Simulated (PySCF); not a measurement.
Level sweep

Compound: AsGaGeH8O.
Structure used (PBE0-D3(BJ)/def2-SVP), in Å, numbered top down from 1:
```xyz
12
AsGaGeH8O angstrom
Ge    -2.3109    0.5375    0.4813
O     -0.6567    0.0156    0.2031
Ga     0.3883   -1.4747    0.3595
As     2.1886    0.3032   -0.4395
H     -3.0786   -0.5022    1.3318
H     -2.2733    1.8910    1.2232
H     -3.0242    0.7180   -0.8774
H      0.3210   -2.4842   -0.8425
H      0.8610   -1.8202    1.8179
H      2.1872    1.5151    0.4588
H      1.7611    0.9989   -1.7079
H      3.6786    0.2731   -0.7239
```

PySCF, dipoles from the SCF density, polarisabilities from static response with core orbitals frozen. The structure is a single PBE0-D3(BJ)/def2-SVP conformer in the gas phase; no vibrational or solvent corrections. Relativistic effects, spin–orbit coupling among them, are left out although an element past zinc is present.

The anisotropy is √(½[(α1 − α2)² + (α2 − α3)² + (α3 − α1)²]).

```tsv
level	μ (D)	α (Å³)	anisotropy (Å³)
LDA/def2-SVPD	2.749	16.36	4.37
PBE/def2-SVPD	2.753	15.97	4.31
B3LYP/def2-SVPD	2.679	15.32	3.70
PBE0/def2-SVPD	2.801	15.16	3.68
BHandHLYP/def2-SVPD	2.717	14.53	3.15
CAM-B3LYP/def2-SVPD	2.715	14.98	3.38
wB97X-D/def2-SVPD	2.771	15.00	3.40
LC-wPBE/def2-SVPD	2.841	14.57	3.23
HF/def2-SVPD	2.789	13.68	2.56
PBE0/6-31G*	2.879	12.49	3.41
PBE0/def2-SVP	2.839	13.18	3.16
PBE0/aug-cc-pVDZ	2.837	15.39	3.75
PBE0/def2-TZVP	2.847	14.52	3.56
PBE0/def2-TZVPD	2.804	15.33	3.73
```

The dipole runs from 2.68 D (B3LYP/def2-SVPD) to 2.88 D (PBE0/6-31G*). No reference polarisability is at hand; against PBE0 in the largest diffuse basis at hand (def2-TZVPD) the other PBE0 rows deviate by 6-31G* -19%, def2-SVP -14%, def2-SVPD -1%, aug-cc-pVDZ 0%, def2-TZVP -5%. In one basis (def2-SVPD) the functionals order the polarisability from HF (lowest) to LDA (highest), a spread of 20%. With PBE0 the polarisability is 13.40 Å³ without diffuse functions (mean of 6-31G*, def2-SVP and def2-TZVP) and 15.30 Å³ with them (mean of def2-SVPD, aug-cc-pVDZ and def2-TZVPD).

Without π bonds the low states are Rydberg-like; a valence basis with one diffuse set may place them up to an eV too high.
